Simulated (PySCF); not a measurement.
Compound: C6H10BP.
SMILES: `c1ccc(cc1)[PH2+][BH3-]`

Torsions of this conformer, `[BH3-:1][PH2+:2][c:3]1[cH:4][cH:5][cH:6][cH:7][cH:8]1`: B1–P2–C3–C4 -88°.

The closed-shell ground state was solved at several levels (PySCF, density fitting, gas phase, non-relativistic). Isolated species at its PBE0-D3(BJ)/def2-SVP geometry (one conformer only).

```csv
level,basis functions,HOMO (eV),LUMO (eV),gap (eV),dipole (D)
PBE0/cc-pVDZ,166,-7.54,-0.98,6.56,4.98
PBE0/pcSseg-0,96,-7.84,-1.03,6.81,5.26
PBE0/def2-TZVP,314,-7.63,-1.17,6.46,4.87
PBE0/def2-SVP,166,-7.63,-1.06,6.57,5.03
```

Problem. What might PBE0/aug-cc-pVDZ (278 basis functions) give for the same quantities?

Solution. HOMO -7.62 eV, LUMO -1.17 eV, gap 6.45 eV, dipole 4.84 D.

Problem. How much does the basis alone move the frontier levels among the 5 PBE0 rows (the withheld one included)?

Solution. The HOMO by 0.30 eV and the LUMO by 0.19 eV. By rising basis size (HOMO, LUMO in eV): pcSseg-0 -7.84, -1.03; cc-pVDZ -7.54, -0.98; def2-SVP -7.63, -1.06; aug-cc-pVDZ -7.62, -1.17; def2-TZVP -7.63, -1.17.

Problem. How far do the dipole and the HOMO energy spread over the levels?

Solution. The dipole runs from 4.84 to 5.26 D (mean 4.99 D) and the HOMO from -7.84 to -7.54 eV.
